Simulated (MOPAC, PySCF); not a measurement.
H4GeS4, SMILES `[SH][Ge]([SH])([SH])[SH]`, neutral singlet in the gas phase. 

Cartesian coordinates (Å):
```xyz
9

S     -0.8054    -0.1854    -1.8081
Ge     0.1980    -0.0690     0.1888
S      0.9647     2.0269     0.3106
S      1.9217    -1.4538     0.4703
S     -1.1915    -0.7011     1.8218
H     -1.3956    -1.3625    -1.5357
H     -0.1191     2.5532    -0.2879
H      2.5693    -0.9808    -0.6085
H     -2.1422     0.1725     1.4486
```
Charge 0, spin multiplicity 1.

All levels are single points at this geometry (B3LYP-D3(BJ)/def2-TZVP); Pople sets use spherical d functions. Orbital energies aren't observables, and empty levels follow the basis.

PBE-D3(BJ)/def2-TZVP in PySCF gives HOMO (eV) = -6.25.

**Question.** Estimate the HOMO (eV) from each of these levels: B3LYP-D3(BJ)/def2-TZVP in PySCF; B3LYP/3-21G in PySCF; M06-2X/6-31G* in PySCF; HF/6-31G* in PySCF; PM7 in MOPAC.

**Answer.** 
```
level                            HOMO (eV)
-------------------------------  ---------
B3LYP-D3(BJ)/def2-TZVP in PySCF      -7.22
B3LYP/3-21G in PySCF                 -7.52
M06-2X/6-31G* in PySCF               -8.67
HF/6-31G* in PySCF                  -10.38
PM7 in MOPAC                         -9.41
```
